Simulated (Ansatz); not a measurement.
Geometry optimisation, RHF/def2-SVP in Ansatz 0.2.0.

The input (input.yaml):

```yaml
crystal:
  periodic: [false, false, false]
  atoms:
    - { symbol: W, position_ang: [-0.038321, -0.026142, -0.108716] }
    - { symbol: O, position_ang: [-0.050819, 0.057781, 1.77454] }
    - { symbol: H, position_ang: [-0.688022, -0.294103, 2.386858] }
    - { symbol: Cl, position_ang: [2.203912, -0.110147, -0.411496] }
    - { symbol: Cl, position_ang: [-0.209781, 2.18796, -0.631271] }
    - { symbol: F, position_ang: [-1.892653, -0.04168, 0.041804] }
    - { symbol: Cl, position_ang: [-0.106412, -2.360601, 0.127998] }
    - { symbol: F, position_ang: [-0.344822, -0.410408, -1.881198] }
    - { symbol: Cl, position_ang: [1.920212, 2.239231, 1.932647] }
    - { symbol: H, position_ang: [1.524206, 1.275911, 2.740333] }
basis:
  gaussian: { orbitals: def2-SVP }
hamiltonian:
  xc: hf
relax:
  f_tol: 0.03
  max_steps: 50
output:
  orbitals: {}
```

Launched with:

```bash
$ ansatz run input.yaml --threads 4 --pin off --max-ram 5120MiB --backend cpu --events-out ev --progress --plain --runs-dir out
```

Where does it end, and by what steps?

The run converged. After 32 steps the energy has fallen by 0.755 eV; Cl9 moved furthest, 1.72 Å.

```
step  energy less start (eV)  largest force component (eV/Å)  accepted
   0                  0.0000                           1.609       yes
   2                 -0.3630                           0.745       yes
   4                 -0.4853                           0.420       yes
   6                 -0.5208                           0.058       yes
   8                 -0.5268                           0.128       yes
  10                 -0.5558                           0.226       yes
  12                 -0.5544                           1.423        no
  14                 -0.6129                           0.294       yes
  16                 -0.6649                           0.299       yes
  18                 -0.6830                           0.290       yes
  20                 -0.7130                           0.734       yes
  22                 -0.7377                           0.654       yes
  24                 -0.7388                           0.166       yes
  26                 -0.7522                           0.047       yes
  28                 -0.7532                           0.101       yes
  30                 -0.7540                           0.085       yes
  32                 -0.7546                           0.028       yes
```

```xyz
10
Properties=species:S:1:pos:R:3
W -0.355 -0.179 -0.280
O -0.369 0.409 1.409
H -0.063 0.764 2.240
Cl 1.944 0.195 -0.349
Cl -0.822 1.924 -1.127
F -2.165 -0.512 -0.341
Cl -0.078 -2.383 0.367
F -0.183 -0.751 -2.024
Cl 1.810 1.625 3.531
H 2.598 1.425 2.547
```

Whether the end is a true minimum wasn't checked by a vibrational analysis.

Time of the run: 110 s on 4 threads of Arm Neoverse V1, with other jobs on the host, peak memory 0.54 GiB.
